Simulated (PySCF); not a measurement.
Ga(OMe)3, C₃H₉GaO₃, SMILES C[O][Ga]([O]C)[O]C, GFN2-xTB optimised geometry.

```
16

Ga    -0.26     0.13     0.00
O     -1.07    -1.45     0.00
C     -2.41    -1.90    -0.01
H     -3.00    -1.43    -0.80
H     -2.38    -2.98    -0.19
H     -2.90    -1.72     0.95
O      1.49     0.13     0.00
C      2.36    -0.99    -0.01
H      2.98    -0.94    -0.91
H      3.00    -0.93     0.88
H      1.82    -1.94     0.00
O     -0.92     1.77     0.00
C     -2.24     2.27     0.01
H     -2.33     2.98     0.84
H     -2.43     2.79    -0.93
H     -3.00     1.49     0.13
```

Density from PBE0/def2-TZVP run with PySCF at that geometry.

Minimum of the electron density along straight lines between bonded atoms, close to the bond critical point (lines longer than 1.1 times the sum of covalent radii, or with two minima, are not listed):

```csv
bond,length / Å,ρ at the minimum / e bohr⁻³,∇²ρ there / e bohr⁻⁵,position (fraction from the first atom)
Ga1–O2,1.778,0.134,0.74,0.49
O2–C3,1.413,0.256,-0.53,0.65
C3–H4,1.093,0.283,-0.99,0.64
C3–H5,1.094,0.284,-1.00,0.65
C3–H6,1.093,0.283,-1.00,0.64
Ga1–O7,1.756,0.143,0.80,0.49
O7–C8,1.419,0.254,-0.54,0.65
C8–H9,1.093,0.284,-1.00,0.64
C8–H10,1.093,0.284,-1.00,0.64
C8–H11,1.093,0.284,-1.00,0.65
Ga1–O12,1.763,0.139,0.78,0.49
O12–C13,1.414,0.256,-0.54,0.65
C13–H14,1.094,0.284,-1.00,0.65
C13–H15,1.094,0.284,-1.00,0.65
C13–H16,1.095,0.281,-0.98,0.64
```
